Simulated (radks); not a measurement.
The numbers below are computed, except where a source is named.
Valence configurations of Cl II (all share [Ne]). Code: a radial shooting solver on a logarithmic mesh with Libxc functionals. Model: scalar-relativistic Kohn-Sham, SCAN, spin-polarised, spherical densities, finite nucleus; open shells are filled with parallel spins first; meta-GGA in the generalised Kohn-Sham scheme; Fermi nuclear charge, rms radius 3.3654 fm. Energies are relative to 3s2 3p4; eigenvalues in eV for spin up.

| valence | E (eV) | moment (Bohr magnetons) | e(3p) | e(3s) |
|---|---|---|---|---|
| 3s2 3p4 | 0.000 | 2 | -20.884 | -34.309 |
| 3s1 3p5 | 13.086 | 2 | -21.603 | -35.186 |
| 3s1.5 3p4.5 | 6.598 | 2 | -21.231 | -34.730 |
| 3p6 | 28.115 | 0 | -20.881 | - |
| 3s0.5 3p5.5 | 21.009 | 1 | -21.301 | -34.848 |

NIST lists [Ne] 3s2 3p4 as the ground configuration; this level of theory agrees among the configurations tried. The energies are those of spherical high-spin densities, not of single terms.
